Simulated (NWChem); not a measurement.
Molecule: BHOIF; SMILES OB(F)I

```xyz
5

B      0.0240    -1.3204     0.0000
F     -1.1233    -1.9835     0.0000
I     -0.0135     0.8119     0.0000
O      1.2002    -1.9575     0.0000
H      1.1039    -2.9190     0.0000
```
Atoms are numbered in this order, from 1.

All runs use the structure optimised with PBE0/def2-SVP. Not confirmed as a minimum by frequencies. def2 effective core potentials on I; no spin-orbit coupling.

Symmetry labels are those of Cs in the frame above (b1 and b2, or b-type labels, depend on it).

List the 4 lowest vertical singlet excitations from CAM-B3LYP/def2-SVPD with def2 effective core potentials on I, TDA (NWChem).


| state | energy (eV) | oscillator strength | symmetry | leading excitation (squared amplitude) |
|---|---|---|---|---|
| S1 | 6.29 | 0.000 | a" | HOMO → LUMO+1 (0.99) |
| S2 | 6.29 | 0.016 | a' | HOMO → LUMO (0.71) |
| S3 | 6.44 | 0.020 | a" | HOMO−1 → LUMO (0.71) |
| S4 | 6.89 | 0.100 | a' | HOMO−1 → LUMO+1 (0.90) |
